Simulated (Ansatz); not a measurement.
`OC(O)[NH][SbH2]` and `CC(O)O` differ in one atom or group.

Ansatz, PBE0-D4/def2-TZVP geometries, multiplicity 1. Each molecule was computed in one conformer, which needn't be the lowest.

Elements past krypton have def2 core potentials.  Spin–orbit coupling is left out; it splits and shifts lone-pair levels of the heavy atoms by tenths of an eV.

| property | `OC(O)[NH][SbH2]` |
| --- | --- |
| HOMO energy (PBE0/def2-TZVPP) / eV | -7.16 |
| HOMO energy (B3LYP/def2-TZVPP) / eV | -6.93 |
| LUMO energy (PBE0/def2-TZVPP) / eV | -0.41 |
| size of the dipole moment (B3LYP/def2-TZVPP) / D | 2.13 |
| HOMO–LUMO gap (ωB97M-V/def2-TZVPP) / eV | 10.60 |
| LUMO energy (B3LYP/def2-TZVPP) / eV | -0.66 |

**Question.** What does the change do to each property? (Best estimate.)

**Answer.** Computed: 
```csv
property,`CC(O)O`,shift
HOMO energy (PBE0/def2-TZVPP) / eV,-8.13,-0.97
HOMO energy (B3LYP/def2-TZVPP) / eV,-7.89,-0.96
LUMO energy (PBE0/def2-TZVPP) / eV,1.09,1.50
size of the dipole moment (B3LYP/def2-TZVPP) / D,0.19,-1.94
HOMO–LUMO gap (ωB97M-V/def2-TZVPP) / eV,13.10,2.50
LUMO energy (B3LYP/def2-TZVPP) / eV,0.69,1.35
```

With PBE0 the HOMO falls by 0.97 eV and the LUMO rises by 1.50 eV, so the gap widens by about 2.47 eV. PBE moves the HOMO by -0.66 eV and ωB97M-V by -1.25 eV. The zero-point energy changes by 21.5 kJ/mol with -3 modes. Dipoles are sizes alone; their direction can turn.

Positive LUMOs are unbound, so they and the gaps depend on the basis.

B3LYP here is the variant with VWN-RPA as its local correlation; programs differ in this.
